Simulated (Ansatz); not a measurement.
```yaml
crystal:
  periodic: [false, false, false]
  atoms:
    - {symbol: F, position_ang: [1.700789, -1.264156, 0.840769]}
    - {symbol: Si, position_ang: [1.135876, 0.096053, 0.225353]}
    - {symbol: Cl, position_ang: [2.061199, 0.403649, -1.574614]}
    - {symbol: Ge, position_ang: [-1.208672, -0.095690, -0.111703]}
    - {symbol: H, position_ang: [1.551528, 1.193182, 1.128771]}
    - {symbol: H, position_ang: [-1.915628, -0.372457, 1.223805]}
    - {symbol: H, position_ang: [-1.496448, -1.240315, -1.091947]}
    - {symbol: H, position_ang: [-1.736344, 1.222635, -0.696133]}
basis:
  gaussian: {orbitals: cc-pVTZ-PP}
hamiltonian: {xc: {name: SPW92}}
output: {forces: true}
```

```sh
$ ansatz run in.yaml --threads 4 --pin off --events-out ev --progress --plain --max-ram 10444MiB
```

Shortened log:

```
Functional definition: SPW92
Error: <dir> the basis set cc-pVTZ-PP has no functions for F
```

(1) Something in this input is off. What?

## Answers

(1) The basis set is misnamed or doesn't suit the job. The input was rejected before any iteration.
